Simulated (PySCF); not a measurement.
**CaH⁺ from Hartree–Fock to correlated methods**

State: ¹Σ⁺ (singlet), closed shell. Set-up: Ca 6-311G(d,p), H 6-311G(d,p); no relativity (PySCF 2.14). De refers to Ca⁺ + H in their ground configurations, without counterpoise correction. A positive dipole points towards H; it is taken about the centre of mass and depends on that origin.

```json
{"Level": "RHF", "Re (Å)": "1.936", "ωe (cm⁻¹)": "1530", "De (eV)": "1.14", "μ (D)": "-6.02"}
{"Level": "RHF-MP2", "Re (Å)": "1.912", "ωe (cm⁻¹)": "1538", "De (eV)": "1.63", "μ (D)": "n/a"}
{"Level": "RHF-SCS-MP2", "Re (Å)": "1.915", "ωe (cm⁻¹)": "1532", "De (eV)": "1.76", "μ (D)": "n/a"}
{"Level": "RHF-CCSD", "Re (Å)": "1.926", "ωe (cm⁻¹)": "1479", "De (eV)": "1.82", "μ (D)": "n/a"}
{"Level": "RHF-CCSD(T)", "Re (Å)": "1.928", "ωe (cm⁻¹)": "1469", "De (eV)": "1.83", "μ (D)": "n/a"}
{"Level": "PBE", "Re (Å)": "1.885", "ωe (cm⁻¹)": "1495", "De (eV)": "2.32", "μ (D)": "-4.39"}
{"Level": "revPBE", "Re (Å)": "1.889", "ωe (cm⁻¹)": "1490", "De (eV)": "2.34", "μ (D)": "-4.45"}
{"Level": "BLYP", "Re (Å)": "1.893", "ωe (cm⁻¹)": "1481", "De (eV)": "2.35", "μ (D)": "-4.34"}
{"Level": "r²SCAN", "Re (Å)": "1.878", "ωe (cm⁻¹)": "1542", "De (eV)": "2.37", "μ (D)": "-4.90"}
{"Level": "TPSSh", "Re (Å)": "1.879", "ωe (cm⁻¹)": "1549", "De (eV)": "2.59", "μ (D)": "-4.83"}
{"Level": "PBE0", "Re (Å)": "1.884", "ωe (cm⁻¹)": "1528", "De (eV)": "2.20", "μ (D)": "-4.85"}
{"Level": "ωB97X", "Re (Å)": "1.886", "ωe (cm⁻¹)": "1554", "De (eV)": "2.52", "μ (D)": "-5.39"}
```

Q: Which functional lies closest to RHF-CCSD(T) in De, which farthest, and by how much do they differ from it?

A: Closest is PBE0 (-4.4 pm in Re, +4.0 % in ωe, +0.37 eV in De against RHF-CCSD(T) in the same basis), farthest TPSSh (-4.9 pm in Re, +5.4 % in ωe, +0.76 eV in De). CCSD(T) converges more slowly with the basis than the functionals do and binds too weakly in this one, so the order can change at the basis-set limit.

Q: What does a quarter of exact exchange do here, going from PBE to PBE0?

A: PBE0 less PBE: -0.1 pm in Re, +2.2 % in ωe, -0.12 eV in De. Exact exchange removes part of the self-interaction that spreads semilocal densities, and in most molecules shortens and stiffens the bond and lowers De; so it does here.

Q: What does the step from GGA to meta-GGA do here, going from PBE to r²SCAN?

A: r²SCAN less PBE: -0.7 pm in Re, +3.1 % in ωe, +0.05 eV in De. 

Correlated steps freeze 5 core orbitals. For an ion De counts to the pair picked by the measured ionisation energies or electron affinities, which need not be the lowest pair at this level. Where the molecule has an RHF reference, its open-shell atoms are computed with UHF.

The whole job (state search and all levels along the bond) took about 0.85 min on 1 thread of Arm Neoverse V2 (shared host), peak memory 0.53 GiB.
